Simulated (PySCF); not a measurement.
How methods differ on the excitation energy of Ga²⁺

Ga²⁺ [Ar] 3d10 4s1 (2S) → Ga²⁺ [Ar] 3d10 4p1 (2P), as a difference of total energies. Computed with PySCF 2.14 in aug-cc-pVDZ-PP with ECP10MDF (5s4p3d, 32 functions), with a scalar-relativistic core potential. The calculations carry no spin-orbit coupling.

```csv
method,excitation energy (cm⁻¹)
UHF,64037
LDA,68390
PBE,66343
PBE0,65910
r2SCAN,66231
BHandHLYP,66595
B97-3,66115
BLYP,67249
wB97X-V,66157
```
